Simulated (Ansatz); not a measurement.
Ideal-gas functions of H₄I₂N₂Zr (`[NH2][Zr]([NH2])([I])[I]`) at 800 K and 1 bar, from an Ansatz frequency run at PBE0-D4/def2-TZVP.

Molar mass 377.08 g/mol, point group Cs (symmetry number 1), electronic degeneracy 1, moments of inertia 403.057, 1419.194, 1645.608 u Å². Harmonic wavenumbers (cm⁻¹, unscaled): 46, 91, 92, 112, 154, 159, 209, 246, 315, 461, 475, 510, 512, 661, 674, 1522, 1534, 3543, 3552, 3640, 3653.

Use S(trans) = R[1.5 ln M + 2.5 ln T − 1.1517]; rotational temperatures θ = 24.2544 K / I; S(rot) = R[ln(√π/σ · √(T³/θAθBθC)) + 1.5]; for each mode x = 1.438777 ν̃/T, S = R[x/(eˣ − 1) − ln(1 − e⁻ˣ)] and H = RT x/(eˣ − 1); 1 cm⁻¹ = 0.0119627 kJ/mol; R = 8.31446 J/(mol·K).

Q: By hand: the entropy, in J/(mol·K).

A: Translation 203.4. Rotation: θ = 0.0602, 0.0171, 0.0147 K, giving 146.7. Vibration, mode by mode: 29.04, 23.37, 23.28, 21.65, 19.02, 18.75, 16.50, 15.16, 13.15, 10.11, 9.87, 9.32, 9.29, 7.35, 7.21, 2.13, 2.10, 0.10, 0.10, 0.09, 0.09, in all 237.7. Electronic 0.0. Sum 587.8 J/(mol·K).

Q: By hand: H − E and G − E in kJ/mol, counted from the electronic energy.

A: Zero-point energy ½ × 22161 × 0.0119627 = 132.6; thermal vibration 78.1; translation, rotation and pV give 4 RT = 26.6. H − E = 237.3 kJ/mol, and G − E = 237.3 − 800 × 587.8/1000 = -232.9 kJ/mol.

Vibration gives 40 % of the entropy, 97.3 J/(mol·K) of it from the modes under 150 cm⁻¹: soft modes count most, and the harmonic formula is weakest for them. The sum counts one conformer and one mirror image; others add a mixing term.
